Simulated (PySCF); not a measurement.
Spectra and structures to be paired. Computed with TDDFT CAM-B3LYP/def2-SVPD, vertical, gas phase, core orbitals frozen in the response in PySCF 2.14.0, density-fitted response routines. Geometries: PBE0-D3(BJ)/def2-SVP; one conformer of each isolated species. Triplets are in the Tamm–Dancoff approximation. Atoms past krypton carry core potentials; spin–orbit coupling is left out.

A. `BC1C(Cl)=C1Cl`
B. `C#CCB(Cl)Cl`
C. `[GeH3][Te][GeH3]`
D. `Fc1cc[nH]n1`
E. `[CH2](C)[GeH2][CH2][SiH3]`

Lowest singlet levels (six at most, fewer where fewer were computed) with oscillator strengths:

1. 183 nm (f 0.074); 174 nm (f 0.008); 173 nm (f 0.118); 171 nm (f 0.005); 167 nm (f 0.005); 163 nm (f 0.013); T1 4.73 eV
2. 293 nm (f 0.010); 219 nm (f 0.006); 204 nm (f 0.101); 201 nm (f 0.010); 193 nm (f 0.130); 192 nm (f 0.050); T1 3.61 eV
3. 313 nm (f 0.000); 275 nm (f 0.018); 220 nm (f 0.021); 216 nm (f 0.002); 207 nm (f 0.013); 193 nm (f 0.050); T1 3.60 eV
4. 163 nm (f 0.012); 158 nm (f 0.005); 155 nm (f 0.017); 151 nm (f 0.207); 149 nm (f 0.021); 147 nm (f 0.029); T1 7.38 eV
5. 226 nm (f 0.044); 219 nm (f 0.001); 202 nm (f 0.000); 189 nm (f 0.000); 186 nm (f 0.006); 174 nm (f 0.042); T1 4.82 eV

Question: Which spectrum belongs to which structure?

Answer: 1 = D, 2 = A, 3 = C, 4 = E, 5 = B.
- A: S1 at 4.23 eV, HOMO→LUMO (94%); Löwdin shares by element: HOMO carbon 45% or more, chlorine 31% (atoms not listed hold the other 24%); LUMO boron 44%, hydrogen 17% or more, carbon 14% or more (atoms not listed hold the other 25%); HOMO -8.48 and LUMO -0.79 eV; point group Cs.
- B: S1 at 5.48 eV, HOMO→LUMO (88%); Löwdin shares by element: HOMO carbon 82%, boron 6%; LUMO boron 43%, chlorine 35%, carbon 10% or more; HOMO -9.26 and LUMO -0.50 eV.
- C: S1 at 3.96 eV, HOMO→LUMO (94%); Löwdin shares by element: HOMO tellurium 78%, germanium 17%; LUMO tellurium 50%, germanium 30%, hydrogen 4% or more (atoms not listed hold the other 16%); HOMO -7.51 and LUMO -0.20 eV; point group C2, 1 of its 6 listed states under f = 0.0005.
- D: S1 at 6.77 eV, HOMO→LUMO (72%), HOMO-1→LUMO (16%), HOMO-1→LUMO+5 (8%); Löwdin shares by element: HOMO nitrogen 44%, carbon 22% or more, fluorine 13% (atoms not listed hold the other 20%); LUMO carbon 43% or more, nitrogen 37% (atoms not listed hold the other 20%); HOMO -8.86 and LUMO 1.22 eV; point group Cs.
- E: S1 at 7.62 eV, HOMO→LUMO (79%); Löwdin shares by element: HOMO carbon 53%, germanium 20% (atoms not listed hold the other 27%); LUMO silicon 21%, germanium 19%, carbon 16% or more (atoms not listed hold the other 44%); HOMO -9.46 and LUMO 1.02 eV.
